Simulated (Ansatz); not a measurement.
Species: C$_{4}$H$_{10}$Si, SMILES `C=[SiH]C(C)C` (C–Si–C–C torsion 125°) (charge 0, multiplicity 1).

### Question
Give a relaxed geometry from PBE0-D3(BJ)/def2-TZVP run with Ansatz (a quantum-chemistry and plane-wave program).

### Answer
Several could match; the one computed here: the end point of this relaxation, one of several conformers (outside a Z-matrix the atoms follow the SMILES, hydrogens last).
Z-matrix (Å, degrees):
```
C
H 1 1.0984
C 1 1.5246 2 108.53
H 3 1.0918 1 111.88 2 58.49
H 3 1.0932 4 107.68 1 -122.30
H 3 1.0941 4 108.03 5 -115.89
C 1 1.5292 2 107.83 3 -121.34
H 7 1.0929 1 112.16 2 -60.16
H 7 1.0936 8 107.73 1 122.48
H 7 1.0944 8 107.68 9 115.76
Si 1 1.8756 2 105.71 7 -118.87
C 11 1.7001 1 125.05 2 -118.78
H 12 1.0840 11 121.79 1 -179.25
H 12 1.0840 13 115.46 11 179.92
H 11 1.4844 12 120.77 13 -0.25
```
